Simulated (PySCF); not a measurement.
A calculated (B2PLYP, PySCF 2.14, x2c-QZVPPall with one added diffuse shell each of s, p, d, f, g type, the spin-free X2C one-electron Hamiltonian (Gaussian nucleus)) atom or ion has these occupied shells.

```csv
shell,electrons,orbital energy (eV),"rms radius, mean of both spins (bohr)"
1s α,1,-6517.4,0.0703
1s β,1,-6517.4,0.0703
2s α,1,-776.27,0.303
2s β,1,-773.51,0.303
2p α,3,-655.89,0.273
2p β,3,-653.35,0.273
3s α,1,-99.807,0.916
3s β,1,-91.797,0.916
3p α,3,-65.664,0.988
3p β,3,-56.510,0.988
3d α,5,-12.711,1.32
4s α,1,-6.579,3.49
4s β,1,-5.646,3.49
```

(1) Name the element and its charge.

Results:

(1) Mn (manganese, neutral), in [Ar] 3d5 4s2, high-spin 6S determinant.
